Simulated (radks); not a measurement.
Task: All-electron calculation, non-relativistic Kohn-Sham, LDA (Slater exchange, Perdew-Wang correlation), spin-unpolarised, spherical densities, point nucleus. Program: a radial shooting solver on a logarithmic mesh with Libxc functionals. Response by self-consistent Sternheimer equations with the Hartree and adiabatic LDA kernel. Rank Cd+, Se, C+, Si, Br2+ (NIST ground configurations) by static dipole polarisability, largest first.

Result: Si 45.30, Se 27.99, Cd+ 23.72, Br2+ 8.520, C+ 6.036 bohr^3.
